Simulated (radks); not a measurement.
The numbers below are computed, except where a source is named.
Species: the indium ion In2+. Configuration: [Kr] 4d9.5 5p1.5 (fractional occupations, a model configuration).

Code: a radial shooting solver on a logarithmic mesh with Libxc functionals. Model: Dirac Kohn-Sham, BLYP, spin-unpolarised, spherical densities, point nucleus; open shells fill j = l - 1/2 first.

Energy parts (eV):
| part | energy |
|---|---|
| total | -160064.988 |
| kinetic | 168205.939 |
| electron-nucleus | -387373.234 |
| Hartree | 63451.528 |
| exchange-correlation | -4349.221 |

Orbitals (lengths in bohr, moments of r in powers of bohr; <r^-3> diverges for s and p1/2):
| orbital | occ. | eigenvalue (eV) | <r^-3> | <1/r> | small-component weight |
|---|---|---|---|---|---|
| 1s1/2 | 2 | -27764.41 | - | 51.86 | 3.23e-02 |
| 2s1/2 | 2 | -4175.658 | - | 12.00 | 6.82e-03 |
| 2p1/2 | 2 | -3895.901 | - | 11.98 | 6.84e-03 |
| 2p3/2 | 4 | -3684.916 | 4021 | 11.19 | 6.54e-03 |
| 3s1/2 | 2 | -810.8130 | - | 4.227 | 1.95e-03 |
| 3p1/2 | 2 | -697.9308 | - | 4.135 | 1.90e-03 |
| 3p3/2 | 4 | -659.8263 | 739.5 | 3.941 | 1.82e-03 |
| 3d3/2 | 4 | -460.0882 | 115.4 | 3.785 | 1.70e-03 |
| 3d5/2 | 6 | -452.2795 | 108.0 | 3.735 | 1.68e-03 |
| 4s1/2 | 2 | -142.1801 | - | 1.648 | 5.19e-04 |
| 4p1/2 | 2 | -105.2026 | - | 1.531 | 4.60e-04 |
| 4p3/2 | 4 | -98.4686 | 130.6 | 1.469 | 4.36e-04 |
| 4d3/2 | 4 | -41.0173 | 13.72 | 1.175 | 2.95e-04 |
| 4d5/2 | 5.5 | -40.1128 | 12.70 | 1.159 | 2.88e-04 |
| 5p1/2 | 1.5 | -18.3566 | - | 0.4753 | 5.86e-05 |
| 5p3/2 | 0 | -17.7058 | 12.68 | 0.4597 | 5.56e-05 |

The highest occupied level is 5p1/2 at -18.357 eV. The density falls to 0.001 e/bohr^3 at r = 4.00 bohr.
